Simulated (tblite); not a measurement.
Species: C₇H₁₃FSSi.
SMILES with atom numbers: `[CH2:1]=[CH:2][CH2:3][C@:4]([CH3:5])([SiH3:6])[C:7](=[S:8])[CH2:9][F:10]` (hydrogens: H11, H12 on C1; H13 on C2; H14, H15 on C3; H16, H17, H18 on C5; H19, H20, H21 on Si6; H22, H23 on C9)

Geometry (GFN2-xTB, Å), atoms numbered from 1 in this order:
```
atom  x, y, z in Å
C1    -2.0919   -1.7481    1.0498
C2    -1.8020   -0.5197    0.6616
C3    -1.0055   -0.1930   -0.5632
C4     0.2426    0.6562   -0.2459
C5    -0.1539    2.0690    0.1854
Si6    1.2898    0.8524   -1.8891
C7     1.1445    0.0333    0.7297
S8     1.9561    0.8850    1.8682
C9     1.3669   -1.4504    0.7412
F10    1.3073   -2.0388   -0.4993
H11   -2.6709   -1.9458    1.9362
H12   -1.7729   -2.6111    0.4866
H13   -2.1463    0.3257    1.2417
H14   -1.6324    0.3870   -1.2471
H15   -0.7315   -1.1170   -1.0719
H16   -0.5918    2.0562    1.1825
H17   -0.8747    2.4919   -0.5104
H18    0.7149    2.7223    0.2253
H19    2.5282    1.5373   -1.5307
H20    0.4522    1.6916   -2.7471
H21    1.5266   -0.4446   -2.5056
H22    0.5895   -1.9273    1.3540
H23    2.3504   -1.6853    1.1581
```

Computed with GFN2-xTB (tblite): harmonic, unscaled wavenumbers at the GFN2-xTB geometry, gas phase. The method is semi-empirical: single wavenumbers can be off by several per cent or more. Modes of hydrogen on silicon can be 10 to 20 % off. One conformer, not necessarily the lowest.

Harmonic wavenumbers (cm⁻¹): 42.2, 56.1, 80.7, 109.3, 132.6, 139.2, 163.0, 205.9, 227.1, 271.1, 279.3, 310.5, 337.1, 367.5, 424.0, 455.6, 504.9, 549.7, 565.7, 607.0, 703.5, 746.2, 759.4, 769.2, 802.8, 893.5, 898.4, 914.7, 947.7, 967.9, 1024.3, 1024.9, 1057.0, 1074.9, 1122.7, 1141.8, 1178.1, 1195.8, 1220.9, 1276.5, 1288.1, 1316.4, 1326.0, 1412.1, 1416.4, 1419.4, 1479.0, 1487.7, 1506.6, 1712.3, 2273.1, 2308.5, 2349.7, 2902.0, 2944.6, 2967.1, 3008.9, 3013.1, 3028.6, 3035.4, 3066.5, 3091.7, 3121.9.

A = 993.4, B = 821.8, C = 756.1 MHz; mass 176.049 u (most abundant isotopes); point group C1, symmetry number 1.

**Question.** What is the zero-point energy?

**Answer.** ½Σν̃ = 38512 cm⁻¹ = 460.70 kJ/mol.

**Question.** What is S at 500 K and 1 bar for an ideal gas of classical rigid rotors and harmonic oscillators?

**Answer.** Translation 184.09, rotation 134.62, vibration 291.88: S = 610.6 J/(mol K).

**Question.** And Cp and H(500 K) − H(0)?

**Answer.** Cp = 302.82 J/(mol K), of which vibrations give 269.56 (their classical limit is 63 R = 523.8); H(500 K) − H(0) = 89.85 kJ/mol without the zero-point energy, 73.22 from vibrations.

**Question.** Which modes carry the vibrational entropy at 500 K?

**Answer.** 42.2 cm⁻¹: 25.85; 56.1 cm⁻¹: 23.49; 80.7 cm⁻¹: 20.47; 109.3 cm⁻¹: 17.97; 132.6 cm⁻¹: 16.38; 139.2 cm⁻¹: 15.98 J/(mol K); the other 57 give 171.75 together.

**Question.** Blend soft modes into free rotors: weight 1/[1 + (100 cm⁻¹/ν̃)⁴] for the oscillator and the rest for a rotor with moment μB/(μ + B), μ = h/(8π²ν), B = 10⁻⁴⁴ kg m². What vibrational entropy results?

**Answer.** 270.00 J/(mol K) in place of 291.88, which changes −T·S at 500 K by +10.94 kJ/mol.

**Question.** What must be added to the electronic energy to get the Gibbs energy at 500 K and 1 bar?

**Answer.** ZPE + [H(500 K) − H(0)] − T·S = 460.70 + 89.85 − 305.29 = 245.26 kJ/mol.

Hindered rotation and anharmonicity are outside this model. Other conformers, if any are populated, would add a mixing term that is left out. The structure is chiral; the term R ln 2 for an equal mix with its mirror image is left out.

The run took 1.4 s on one thread, Arm Neoverse V1 (aarch64), shared host. This covers the Hessian and the dipole derivatives.
